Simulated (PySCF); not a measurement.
PySCF job for C6H5O, SMILES Oc1cc[c]cc1, multiplicity 2, TDA-ωB97X/def2-SVPD. Coordinates come from a PBE0-D3(BJ)/def2-SVP optimisation. The isomer is the one that the SMILES or the coordinates give; other isomers of the formula were not compared. One conformer was computed; it need not be the lowest.

```python
import numpy as np
from pyscf import gto, scf, dft, tdscf

mol = gto.M(
    atom='''
    O     0.12011653   -2.22530111   -0.00000000
    C     0.02977849   -0.87711465    0.00000000
    C     1.22713097   -0.14955668    0.00000000
    C     1.19774973    1.24701434    0.00000000
    C    -0.03874602    1.85598495    0.00000000
    C    -1.24265504    1.19128460   -0.00000000
    C    -1.20037002   -0.20861567   -0.00000000
    H    -0.76537985   -2.60322493   -0.00000000
    H     2.17181393   -0.69777609    0.00000000
    H     2.12963583    1.81875836   -0.00000001
    H    -2.20225976    1.71505190   -0.00000000
    H    -2.13207111   -0.78438171   -0.00000000
    ''',
    basis='def2-SVPD',
    charge=0,
    spin=1,
    max_memory=1600,
    verbose=4,
)
mf = dft.UKS(mol, xc='wb97x').density_fit(auxbasis='def2-universal-jkfit')
mf.grids.level = 3
mf.conv_tol = 1e-9
mf.max_cycle = 100
mf.kernel()
fine, coarse = mf.grids, dft.Grids(mol).set(level=1).build(with_non0tab=True)
for _ in range(3):  # follow internal instabilities
    mf.grids = coarse
    mo, _, stable, _ = mf.stability(return_status=True, nroots=4)
    mf.grids = fine
    if stable:
        break
    mf.kernel(mf.make_rdm1(mo, mf.mo_occ))
mf.grids = dft.Grids(mol).set(level=1).build(with_non0tab=True)  # coarser grid for the response kernel
td = tdscf.TDA(mf)
td.nstates = 10
td.conv_tol = 1e-4
td.positive_eig_threshold = 1e-6
td.kernel(x0=td.get_init_guess(mf, 15))
td.analyze()
```

Log of the run:

```
PySCF version 2.14.0

[INPUT] verbose = 4
[INPUT] num. atoms = 12
[INPUT] num. electrons = 49
[INPUT] charge = 0
[INPUT] spin (= nelec alpha-beta = 2S) = 1
[INPUT] symmetry False subgroup None
[INPUT] Mole.unit = angstrom
[INPUT] Symbol           X                Y                Z      unit          X                Y                Z       unit  Magmom
[INPUT]  1 O      0.120116530000  -2.225301110000   0.000000000000 AA    0.226987344733  -4.205209642591   0.000000000000 Bohr   0.0
[INPUT]  2 C      0.029778490000  -0.877114650000   0.000000000000 AA    0.056273190503  -1.657506468344   0.000000000000 Bohr   0.0
[INPUT]  3 C      1.227130970000  -0.149556680000   0.000000000000 AA    2.318941452272  -0.282621165299   0.000000000000 Bohr   0.0
[INPUT]  4 C      1.197749730000   1.247014340000   0.000000000000 AA    2.263418955472   2.356515576005   0.000000000000 Bohr   0.0
[INPUT]  5 C     -0.038746020000   1.855984950000   0.000000000000 AA   -0.073219366217   3.507303246815   0.000000000000 Bohr   0.0
[INPUT]  6 C     -1.242655040000   1.191284600000   0.000000000000 AA   -2.348277692910   2.251201630412   0.000000000000 Bohr   0.0
[INPUT]  7 C     -1.200370020000  -0.208615670000   0.000000000000 AA   -2.268370585939  -0.394226481593   0.000000000000 Bohr   0.0
[INPUT]  8 H     -0.765379850000  -2.603224930000   0.000000000000 AA   -1.446358297761  -4.919382158340   0.000000000000 Bohr   0.0
[INPUT]  9 H      2.171813930000  -0.697776090000   0.000000000000 AA    4.104133521215  -1.318605706370   0.000000000000 Bohr   0.0
[INPUT] 10 H      2.129635830000   1.818758360000  -0.000000010000 AA    4.024428463761   3.436955187163  -0.000000018897 Bohr   0.0
[INPUT] 11 H     -2.202259760000   1.715051900000   0.000000000000 AA   -4.161667801550   3.240978380415   0.000000000000 Bohr   0.0
[INPUT] 12 H     -2.132071110000  -0.784381710000   0.000000000000 AA   -4.029030475997  -1.482266609018   0.000000000000 Bohr   0.0

nuclear repulsion = 261.60062389549
number of shells = 77
number of NR pGTOs = 263
number of NR cGTOs = 183
basis = def2-SVPD
ecp = {}


[settings echo left out]
init E= -307.953554024685
  alpha nocc = 25  HOMO = -0.185855585078175  LUMO = -0.0368558319843837
  beta  nocc = 24  HOMO = -0.249220455786747  LUMO = -0.185855585078175

WARN: HOMO -0.185855585078175 >= LUMO -0.185855585078175

cycle= 1 E= -306.417297123912  delta_E= 1.54  |g|= 0.382  |ddm|= 5.09
  alpha nocc = 25  HOMO = -0.304194680048846  LUMO = 0.0476831949064866
  beta  nocc = 24  HOMO = -0.299932591808662  LUMO = -0.0103977125117298
  HOMO = -0.299932591809  LUMO = -0.0103977125117  gap/eV = 7.87865
cycle= 2 E= -306.442480857836  delta_E= -0.0252  |g|= 0.363  |ddm|= 1.34
  alpha nocc = 25  HOMO = -0.329611594913473  LUMO = 0.0539528508973648
  beta  nocc = 24  HOMO = -0.323137968717738  LUMO = -0.012053970445085
  HOMO = -0.323137968718  LUMO = -0.0120539704451  gap/eV = 8.46503
cycle= 3 E= -306.488601689061  delta_E= -0.0461  |g|= 0.0478  |ddm|= 0.566
  alpha nocc = 25  HOMO = -0.330025753796568  LUMO = 0.0508384929526891
  beta  nocc = 24  HOMO = -0.322673599035581  LUMO = -0.0108392400494584
  HOMO = -0.322673599036  LUMO = -0.0108392400495  gap/eV = 8.48545
cycle= 4 E= -306.490215482231  delta_E= -0.00161  |g|= 0.019  |ddm|= 0.238
  alpha nocc = 25  HOMO = -0.329262073456982  LUMO = 0.0535289784221629
  beta  nocc = 24  HOMO = -0.321191255164278  LUMO = -0.00697484496534706
  HOMO = -0.321191255164  LUMO = -0.00697484496535  gap/eV = 8.55026
cycle= 5 E= -306.490537748649  delta_E= -0.000322  |g|= 0.0077  |ddm|= 0.121
  alpha nocc = 25  HOMO = -0.329394451168343  LUMO = 0.0528917069596861
  beta  nocc = 24  HOMO = -0.320821247058925  LUMO = -0.00757488317214783
  HOMO = -0.320821247059  LUMO = -0.00757488317215  gap/eV = 8.52387
cycle= 6 E= -306.490627502487  delta_E= -8.98e-05  |g|= 0.00405  |ddm|= 0.0462
  alpha nocc = 25  HOMO = -0.330009609148179  LUMO = 0.0526358055184222
  beta  nocc = 24  HOMO = -0.320986792679628  LUMO = -0.00749374679341219
  HOMO = -0.32098679268  LUMO = -0.00749374679341  gap/eV = 8.53058
cycle= 7 E= -306.490674666527  delta_E= -4.72e-05  |g|= 0.00261  |ddm|= 0.0269
  alpha nocc = 25  HOMO = -0.329878420528503  LUMO = 0.052777990970954
  beta  nocc = 24  HOMO = -0.32060232748524  LUMO = -0.00738733741566211
  HOMO = -0.320602327485  LUMO = -0.00738733741566  gap/eV = 8.52301
cycle= 8 E= -306.49069856203  delta_E= -2.39e-05  |g|= 0.00181  |ddm|= 0.0132
  alpha nocc = 25  HOMO = -0.33004610523433  LUMO = 0.0526986817532045
  beta  nocc = 24  HOMO = -0.320500133151039  LUMO = -0.00708739809166747
  HOMO = -0.320500133151  LUMO = -0.00708739809167  gap/eV = 8.52839
cycle= 9 E= -306.490719744676  delta_E= -2.12e-05  |g|= 0.00112  |ddm|= 0.0133
  alpha nocc = 25  HOMO = -0.330281132367781  LUMO = 0.0526242984406808
  beta  nocc = 24  HOMO = -0.320593574298185  LUMO = -0.00725484456120729
  HOMO = -0.320593574298  LUMO = -0.00725484456121  gap/eV = 8.52638
cycle= 10 E= -306.490728733141  delta_E= -8.99e-06  |g|= 0.000659  |ddm|= 0.0096
  alpha nocc = 25  HOMO = -0.330237060228265  LUMO = 0.0526937067252469
  beta  nocc = 24  HOMO = -0.32048472164502  LUMO = -0.00708721620703656
  HOMO = -0.320484721645  LUMO = -0.00708721620704  gap/eV = 8.52798
cycle= 11 E= -306.490731263534  delta_E= -2.53e-06  |g|= 0.000264  |ddm|= 0.00655
  alpha nocc = 25  HOMO = -0.330241614887775  LUMO = 0.0527135805553156
  beta  nocc = 24  HOMO = -0.320493776302627  LUMO = -0.00710096214264055
  HOMO = -0.320493776303  LUMO = -0.00710096214264  gap/eV = 8.52785
cycle= 12 E= -306.490731548932  delta_E= -2.85e-07  |g|= 0.000169  |ddm|= 0.00191
  alpha nocc = 25  HOMO = -0.330251377552469  LUMO = 0.0527205787139371
  beta  nocc = 24  HOMO = -0.320508045220486  LUMO = -0.00710820001923462
  HOMO = -0.32050804522  LUMO = -0.00710820001923  gap/eV = 8.52804
cycle= 13 E= -306.490731599867  delta_E= -5.09e-08  |g|= 6.52e-05  |ddm|= 0.000701
  alpha nocc = 25  HOMO = -0.330250946321822  LUMO = 0.0527216613130461
  beta  nocc = 24  HOMO = -0.320510384359252  LUMO = -0.00710785433808603
  HOMO = -0.320510384359  LUMO = -0.00710785433809  gap/eV = 8.52812
cycle= 14 E= -306.490731608663  delta_E= -8.8e-09  |g|= 2.54e-05  |ddm|= 0.000314
  alpha nocc = 25  HOMO = -0.330250093206102  LUMO = 0.0527275759775145
  beta  nocc = 24  HOMO = -0.320509197899935  LUMO = -0.00710544482462083
  HOMO = -0.3205091979  LUMO = -0.00710544482462  gap/eV = 8.52815
cycle= 15 E= -306.49073160963  delta_E= -9.67e-10  |g|= 1.23e-05  |ddm|= 0.000122
  alpha nocc = 25  HOMO = -0.330251010207288  LUMO = 0.0527245916161343
  beta  nocc = 24  HOMO = -0.320509340711385  LUMO = -0.00710750782172198
  HOMO = -0.320509340711  LUMO = -0.00710750782172  gap/eV = 8.52810
Extra cycle  E= -306.490731609782  delta_E= -1.51e-10  |g|= 1.05e-05  |ddm|= 6.55e-05
converged SCF energy = -306.490731609782  <S^2> = 0.76439772  2S+1 = 2.0143463
tot grids = 48624
uhf_internal: lowest eigs of H = [0.15316358 0.18624212 0.25049634 0.28804184]
<class 'pyscf.df.df_jk.DFUKS'> wavefunction is stable in the internal stability analysis
tot grids = 48624
Overwritten attributes  positive_eig_threshold  of <class 'pyscf.tdscf.uks.TDA'>


******** <class 'pyscf.tdscf.uks.TDA'> for <class 'pyscf.df.df_jk.DFUKS'> ********
nstates = 10
deg_eia_thresh = 1.000e-03
wfnsym = None
conv_tol = 0.0001
eigh lindep = 1e-12
eigh level_shift = 0
eigh max_cycle = 100


Excitation energies (eV)
[2.6434242  3.9590543  4.16036814 4.21825141 4.86866677 5.17631076
 5.32287517 5.61443596 5.91144298 6.34503223]

** Excitation energies and oscillator strengths **
Excited State   1:      2.64342 eV    469.03 nm  f=0.0016
      21b ->   25b      0.29938
      24b ->   25b      0.94063
Excited State   2:      3.95905 eV    313.17 nm  f=0.0000
      23b ->   25b     -0.99356
Excited State   3:      4.16037 eV    298.01 nm  f=0.0001
      23a ->   26a     -0.44925
      25a ->   26a     -0.20696
      25a ->   27a     -0.46033
      23b ->   26b     -0.45594
      24b ->   26b     -0.24215
      24b ->   27b     -0.46781
Excited State   4:      4.21825 eV    293.92 nm  f=0.0017
      23a ->   26a     -0.15014
      23a ->   27a      0.10516
      25a ->   26a      0.57517
      25a ->   27a     -0.16280
      23b ->   26b     -0.14689
      24b ->   26b      0.73013
      24b ->   27b     -0.16640
Excited State   5:      4.86867 eV    254.66 nm  f=0.0000
      23a ->   26a     -0.50113
      25a ->   27a      0.49333
      23b ->   26b     -0.50921
      24b ->   27b      0.47801
Excited State   6:      5.17631 eV    239.52 nm  f=0.0000
      24a ->   26a     -0.99184
Excited State   7:      5.32288 eV    232.93 nm  f=0.0460
      23a ->   27a      0.40518
      25a ->   26a     -0.70199
      23b ->   27b     -0.24271
      24b ->   26b      0.51323
Excited State   8:      5.61444 eV    220.83 nm  f=0.0054
      24a ->   27a     -0.96360
      24a ->   34a     -0.11539
      24a ->   38a      0.11459
      24a ->   41a     -0.12431
      24b ->   25b      0.10336
Excited State   9:      5.91144 eV    209.74 nm  f=0.0084
      23a ->   27a      0.69193
      23b ->   27b      0.68454
      24b ->   26b     -0.16783
Excited State  10:      6.34503 eV    195.40 nm  f=0.0042
      25a ->   27a     -0.11735
      15b ->   25b      0.17183
      17b ->   25b      0.26613
      20b ->   25b      0.33040
      22b ->   25b      0.83883
      24b ->   27b      0.11855

** Transition electric dipole moments (AU) **
state          X           Y           Z        Dip. S.      Osc.
  1        -0.0000     -0.0000     -0.1591      0.0253      0.0016
  2         0.0000     -0.0000     -0.0056      0.0000      0.0000
  3         0.0342      0.0077      0.0000      0.0012      0.0001
  4        -0.1264      0.0055      0.0000      0.0160      0.0017
  5        -0.0115      0.0064     -0.0000      0.0002      0.0000
  6         0.0000      0.0000     -0.0089      0.0001      0.0000
  7        -0.5928      0.0340      0.0000      0.3526      0.0460
  8        -0.0000      0.0000     -0.1987      0.0395      0.0054
  9         0.2403     -0.0012     -0.0000      0.0578      0.0084
 10        -0.1497     -0.0685      0.0000      0.0271      0.0042

** Transition velocity dipole moments (imaginary part, AU) **
state          X           Y           Z        Dip. S.      Osc.
  1         0.0000      0.0000     -0.0028      0.0000      0.0001
  2        -0.0000      0.0000     -0.0003      0.0000      0.0000
  3        -0.0028      0.0072      0.0000      0.0001      0.0003
  4         0.0085      0.0027      0.0000      0.0001      0.0003
  5         0.0011     -0.0042      0.0000      0.0000      0.0001
  6        -0.0000     -0.0000     -0.0003      0.0000      0.0000
  7         0.0241      0.0021      0.0000      0.0006      0.0020
  8         0.0000      0.0000     -0.0140      0.0002      0.0006
  9        -0.0019      0.0002     -0.0000      0.0000      0.0000
 10         0.0065     -0.0047      0.0000      0.0001      0.0002

** Transition magnetic dipole moments (imaginary part, AU) **
state          X           Y           Z
  1        -0.4579     -0.0110      0.0000
  2        -0.0136      0.0202     -0.0000
  3        -0.0000     -0.0000     -0.0168
  4         0.0000      0.0000      0.0549
  5         0.0000      0.0000     -0.0078
  6         0.0291      0.0185      0.0000
  7        -0.0000     -0.0000     -0.4288
  8         0.6729      0.0108      0.0000
  9         0.0000      0.0000     -0.0827
 10         0.0000      0.0000      0.7990
```

The calculation finished and met its thresholds.

Cost: about 14 core-minutes (a rough figure).
